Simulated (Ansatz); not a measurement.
Geometry optimisation, RKS PBE/def2-SVP in Ansatz.

Input file:

```yaml
crystal:
  periodic: [false, false, false]
  atoms:
    - { symbol: Al, position_ang: [-0.936701, -0.472559, -0.554586] }
    - { symbol: F, position_ang: [1.352912, 1.448662, -1.244338] }
    - { symbol: Cl, position_ang: [-0.27316, -2.316267, -1.265469] }
    - { symbol: Cl, position_ang: [-2.574942, 0.566009, -1.342877] }
    - { symbol: H, position_ang: [1.233337, 1.488084, -0.333271] }
    - { symbol: O, position_ang: [-0.25048, 0.339688, 0.935545] }
    - { symbol: O, position_ang: [0.836402, -0.529855, 1.425475] }
    - { symbol: H, position_ang: [0.612533, -0.523662, 2.379521] }
basis:
  gaussian: { orbitals: def2-SVP }
hamiltonian:
  xc: pbe
relax:
  f_tol: 0.03
  max_steps: 50
```

Launched with:

```bash
$ ansatz run input.yaml --threads 2 --pin off --max-ram 3072MiB --backend cpu --events-out ev --progress --plain --runs-dir out
```

Problem. Where does it end, and by what steps?

Solution. The forces met the threshold. After 49 steps the energy has fallen by 1.657 eV; H5 moved furthest, 2.45 Å. Parted: F2–H5. Joined: Al1–F2, H5–O6.

```json
{"step": "0", "energy less start (eV)": "0.0000", "largest force component (eV/Å)": "1.317", "accepted": "yes"}
{"step": "2", "energy less start (eV)": "-0.3902", "largest force component (eV/Å)": "0.559", "accepted": "yes"}
{"step": "4", "energy less start (eV)": "-0.6187", "largest force component (eV/Å)": "1.028", "accepted": "yes"}
{"step": "6", "energy less start (eV)": "-0.7480", "largest force component (eV/Å)": "0.479", "accepted": "yes"}
{"step": "8", "energy less start (eV)": "-0.7885", "largest force component (eV/Å)": "2.474", "accepted": "no"}
{"step": "10", "energy less start (eV)": "-1.1374", "largest force component (eV/Å)": "0.885", "accepted": "yes"}
{"step": "12", "energy less start (eV)": "-1.3490", "largest force component (eV/Å)": "1.468", "accepted": "yes"}
{"step": "14", "energy less start (eV)": "-1.4225", "largest force component (eV/Å)": "0.495", "accepted": "yes"}
{"step": "16", "energy less start (eV)": "-1.4564", "largest force component (eV/Å)": "0.285", "accepted": "yes"}
{"step": "18", "energy less start (eV)": "-1.4690", "largest force component (eV/Å)": "0.214", "accepted": "yes"}
{"step": "20", "energy less start (eV)": "-1.4732", "largest force component (eV/Å)": "0.171", "accepted": "yes"}
{"step": "22", "energy less start (eV)": "-1.4749", "largest force component (eV/Å)": "0.047", "accepted": "yes"}
{"step": "24", "energy less start (eV)": "-1.4767", "largest force component (eV/Å)": "0.063", "accepted": "yes"}
{"step": "26", "energy less start (eV)": "-1.4776", "largest force component (eV/Å)": "0.185", "accepted": "yes"}
{"step": "28", "energy less start (eV)": "-1.4792", "largest force component (eV/Å)": "0.056", "accepted": "yes"}
{"step": "30", "energy less start (eV)": "-1.4810", "largest force component (eV/Å)": "0.446", "accepted": "yes"}
{"step": "32", "energy less start (eV)": "-1.5052", "largest force component (eV/Å)": "0.314", "accepted": "yes"}
{"step": "34", "energy less start (eV)": "-1.5446", "largest force component (eV/Å)": "1.082", "accepted": "yes"}
{"step": "36", "energy less start (eV)": "-1.5721", "largest force component (eV/Å)": "0.115", "accepted": "yes"}
{"step": "38", "energy less start (eV)": "-1.5860", "largest force component (eV/Å)": "0.139", "accepted": "yes"}
{"step": "40", "energy less start (eV)": "-1.5922", "largest force component (eV/Å)": "0.234", "accepted": "yes"}
{"step": "42", "energy less start (eV)": "-1.6054", "largest force component (eV/Å)": "0.090", "accepted": "yes"}
{"step": "44", "energy less start (eV)": "-1.6218", "largest force component (eV/Å)": "0.429", "accepted": "yes"}
{"step": "46", "energy less start (eV)": "-1.6366", "largest force component (eV/Å)": "0.269", "accepted": "yes"}
{"step": "48", "energy less start (eV)": "-1.6571", "largest force component (eV/Å)": "0.037", "accepted": "yes"}
{"step": "49", "energy less start (eV)": "-1.6573", "largest force component (eV/Å)": "0.010", "accepted": "yes"}
```

```xyz
8
Properties=species:S:1:pos:R:3
Al -0.303 0.036 -1.041
F -0.114 1.468 -1.882
Cl 0.598 -1.728 -1.800
Cl -2.124 -0.152 0.079
H 1.322 -0.728 0.714
O 0.905 0.145 0.524
O 0.341 0.579 1.790
H -0.626 0.380 1.616
```

The run took 86 s on 2 threads of AMD EPYC 7B13 (Zen 3) (shared host), peak memory 0.17 GiB.
